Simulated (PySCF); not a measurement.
# Magnetisability: SMILES O=C=[Se], COSe

Geometry:
| atom | x (Å) | y (Å) | z (Å) |
| --- | --- | --- | --- |
| O1 | -1.147 | 0.769 | -0.014 |
| C2 | -0.147 | 0.193 | -0.011 |
| Se3 | 1.332 | -0.660 | -0.008 |

The calculation used GIAO PW91/aug-pcSseg-2 magnetisability, rotational g tensor and spin-rotation constants, non-relativistic, gas phase in PySCF 2.14.0. Geometry: PBE0-D3(BJ)/def2-SVP.

The calculation is non-relativistic, which matters for the atoms heavier than Zn.

Q: What are the magnetisability and the molar susceptibility?

A: Isotropic -731 × 10⁻³⁰ J/T², or -44.0 × 10⁻⁶ cm³/mol; principal values -847, -672, -672 × 10⁻³⁰ J/T², anisotropy 175 × 10⁻³⁰ J/T² (root of half the summed squared differences of the principal values). The susceptibility is in cgs units.

Q: Split it along the inertial axes a, b, c into diamagnetic and paramagnetic parts about the centre of mass, with the quadrupole moment.

A: 
```csv
axis,χ (10⁻⁶ cm³/mol),diamagnetic (10⁻⁶ cm³/mol),paramagnetic (10⁻⁶ cm³/mol),summed x² of all electrons (Å²),quadrupole Θ (D Å)
a,-51.0,-51.0,0.0,66.5,-0.68
b,-40.5,-307.8,267.3,6.0,+0.34
c,-40.5,-307.8,267.3,6.0,+0.34
```
Anisotropies 2χaa − χbb − χcc = -21.0 and 2χbb − χaa − χcc = +10.5 × 10⁻⁶ cm³/mol. Θ is traceless in Buckingham's convention.

Q: And the rotational g tensor?

A: 
| axis | rotational constant (GHz) | g | nuclear part | electronic part |
| --- | --- | --- | --- | --- |
| b | 4.0350 | -0.0211 | 0.4857 | -0.5068 |
| c | 4.0350 | -0.0211 | 0.4857 | -0.5068 |

Linear; isotopes 12C, 16O, 80Se; no vibrational averaging.
